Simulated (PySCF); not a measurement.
**Excitation energy of Re by level of theory**

Re [Xe] 4f14 5d5 6s2 (6S) → Re [Xe] 4f14 5d6 6s1 (6D), as a difference of total energies. Computed with PySCF 2.14 in x2c-TZVPPall (11s7p7d3f1g, 97 functions), with the spin-free X2C one-electron Hamiltonian (Gaussian nucleus). The calculations carry no spin-orbit coupling.

```csv
method,excitation energy (eV)
UHF,1.821
BLYP,1.432
wB97X,2.341
wB97X-V,1.651
```

Task: Which method comes closest to the reference value, and which is furthest?

Result: The reference is 1.759 eV (measured; NIST levels, between the centres of gravity of the two terms). Closest: UHF (error 0.062 eV); furthest: wB97X (error 0.582 eV).
